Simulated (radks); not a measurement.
Neutral strontium, 38 electrons, occupied as [Kr] 5s2 (the NIST ground configuration). Calculated with a radial shooting solver on a logarithmic mesh with Libxc functionals: Dirac Kohn-Sham, PBE, spin-unpolarised, spherical densities, finite nucleus; Fermi nuclear charge, rms radius 4.224 fm.

Spin-orbit splittings of the eigenvalues, e(l+1/2) - e(l-1/2), with zeta = 2 splitting/(2l+1) and mean radii in bohr:

shell,occ.,splitting (eV),zeta (eV),<r> j=l-1/2,<r> j=l+1/2
2p,6,68.41,45.61,0.1475,0.1517
3p,6,10.49,6.991,0.4913,0.5018
3d,10,1.830,0.7320,0.4962,0.4998
4p,6,1.160,0.7734,1.545,1.579
